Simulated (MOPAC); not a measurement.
A run for MOPAC: AM1 on GeH4Si (SMILES [SiH3][GeH]), a point of a torsion scan.

```
AM1 1SCF PRECISE CHARGE=0 THREADS=1
GeH4Si

Si    -0.56521298 1     0.04595257 1     0.00320780 1
Ge     1.66261923 1     0.95842878 1    -0.09110357 1
H     -0.85665265 1    -0.74292036 1     1.20978861 1
H     -1.59331120 1     1.10442920 1    -0.00807823 1
H     -0.91361462 1    -0.82339869 1    -1.13115688 1
H      2.26569601 1    -0.54466634 1    -0.02365825 1
```

Program output:

```
*******************************************************************************
 **                                                                           **
 **                              MOPAC v23.2.5                                **
 **                                                                           **
 *******************************************************************************
 ** MOPAC's Digital Object Identifier: https://doi.org/10.5281/zenodo.6511958 **
 **                                                                           **
 ** Please cite the open-source release paper for use of this MOPAC version:  **
 ** J. E. Moussa and J. J. P. Stewart (2026)                                  **
 ** MOPAC: An open-source semiempirical molecular orbital program             **
 ** J. Open Source Softw., 11(119), 8025, https://doi.org/10.21105/joss.08025 **
 *******************************************************************************

                              AM1 CALCULATION RESULTS

 *******************************************************************************
 *  AM1        - The AM1 Hamiltonian to be used
 *
 *
 *
 *                 CHARGE ON SYSTEM = 0
 *
 *
 *
 *  PRECISE    - TIGHTER CRITERIA TO BE USED
 *  1SCF       - DO 1 SCF AND THEN STOP
 *  THREADS=1  - MULTI-THREADING NOT USED
 *  T=         - A TIME OF 172800.0 SECONDS REQUESTED
 *  DUMP=N     - RESTART FILE WRITTEN EVERY 7200.0 SECONDS REQUESTED
 *******************************************************************************
AM1 1SCF PRECISE CHARGE=0 THREADS=1
 GeH4Si

   ATOM   CHEMICAL          X               Y               Z
  NUMBER   SYMBOL      (ANGSTROMS)     (ANGSTROMS)     (ANGSTROMS)

     1      Si         -0.56521298  *   0.04595257  *   0.00320780  *
     2      Ge          1.66261923  *   0.95842878  *  -0.09110357  *
     3       H         -0.85665265  *  -0.74292036  *   1.20978861  *
     4       H         -1.59331120  *   1.10442920  *  -0.00807823  *
     5       H         -0.91361462  *  -0.82339869  *  -1.13115688  *
     6       H          2.26569601  *  -0.54466634  *  -0.02365825  *



          CARTESIAN COORDINATES

    NO.       ATOM           X           Y           Z

     1        Si         -0.5652      0.0460      0.0032
     2        Ge          1.6626      0.9584     -0.0911
     3         H         -0.8567     -0.7429      1.2098
     4         H         -1.5933      1.1044     -0.0081
     5         H         -0.9136     -0.8234     -1.1312
     6         H          2.2657     -0.5447     -0.0237

  H: (AM1): M.J.S. DEWAR ET AL, J. AM. CHEM. SOC. 107 3902-3909 (1985)
 Si: (AM1): M.J.S.DEWAR, C. JIE, ORGANOMETALLICS, 6, 1486-1490 (1987).
 Ge: (AM1): M.J.S.Dewar and C.Jie, Organometallics, 8, 1544, (1989)

           Empirical Formula: H4 Si Ge  =     6 atoms



      MOLECULAR POINT GROUP   :   Cs


      RHF CALCULATION, NO. OF DOUBLY OCCUPIED LEVELS = 6


 -------------------------------------------------------------------------------
 AM1 1SCF PRECISE CHARGE=0 THREADS=1
 GeH4Si



     1SCF WAS SPECIFIED, SO BFGS WAS NOT USED
     SCF FIELD WAS ACHIEVED


                              AM1 CALCULATION
                                                       MOPAC v23.2.5 Linux




          FINAL HEAT OF FORMATION =         73.49542 KCAL/MOL =     307.50486 KJ/MOL


          COSMO AREA              =        116.49 SQUARE ANGSTROMS
          COSMO VOLUME            =        108.67 CUBIC ANGSTROMS

          IONIZATION POTENTIAL    =          8.282390 EV
          HOMO LUMO ENERGIES (EV) =         -8.282 -2.388
          NO. OF FILLED LEVELS    =          6
          MOLECULAR WEIGHT        =        104.7071         POINT GROUP:  Cs

          MOLECULAR DIMENSIONS (Angstroms)

            Atom       Atom       Distance
            H     6    H     4     4.19663
           Ge     2    H     3     2.86386
            H     5   Ge     2     2.13167


          SCF CALCULATIONS        =          1





   ATOM   CHEMICAL          X               Y               Z
  NUMBER   SYMBOL      (ANGSTROMS)     (ANGSTROMS)     (ANGSTROMS)

     1      Si         -0.56521298  *   0.04595257  *   0.00320780  *
     2      Ge          1.66261923  *   0.95842878  *  -0.09110357  *
     3       H         -0.85665265  *  -0.74292036  *   1.20978861  *
     4       H         -1.59331120  *   1.10442920  *  -0.00807823  *
     5       H         -0.91361462  *  -0.82339869  *  -1.13115688  *
     6       H          2.26569601  *  -0.54466634  *  -0.02365825  *

                             CARTESIAN COORDINATES

   1   Si       -0.565212980     0.045952570     0.003207800
   2   Ge        1.662619230     0.958428780    -0.091103570
   3    H       -0.856652650    -0.742920360     1.209788610
   4    H       -1.593311200     1.104429200    -0.008078230
   5    H       -0.913614620    -0.823398690    -1.131156880
   6    H        2.265696010    -0.544666340    -0.023658250


           Empirical Formula: H4 Si Ge  =     6 atoms



      MOLECULAR POINT GROUP   :   Cs


                  EIGENVALUES
 -16.30955 -13.38452 -12.54432 -12.40652 -10.25657  -8.28239  -2.38839  -1.11123
   1.12282   1.16786   1.22890   2.09176


              NET ATOMIC CHARGES AND DIPOLE CONTRIBUTIONS

  ATOM NO.   TYPE          CHARGE      No. of ELECS.   s-Pop       p-Pop
    1         Si           0.228038        3.7720     0.91066     2.86130
    2         Ge           0.184453        3.8155     1.23888     2.57667
    3          H          -0.103491        1.1035     1.10349
    4          H          -0.101311        1.1013     1.10131
    5          H          -0.103481        1.1035     1.10348
    6          H          -0.104207        1.1042     1.10421
 DIPOLE           X         Y         Z       TOTAL
 POINT-CHG.     1.375     1.413    -0.101     1.974
 HYBRID        -1.979    -2.967     0.195     3.572
 SUM           -0.604    -1.554     0.094     1.670


          ATOMIC ORBITAL ELECTRON POPULATIONS

     Atom    s        px        py        pz
    1 Si   0.91066   1.02215   0.92725   0.91189
    2 Ge   1.23888   1.08174   1.48399   0.01095
    3  H   1.10349
    4  H   1.10131
    5  H   1.10348
    6  H   1.10421

 **********************
 *                    *
 * JOB ENDED NORMALLY *
 *                    *
 **********************




 == MOPAC DONE ==
```

The run finished.

Cost: very roughly 0.020 core-seconds.
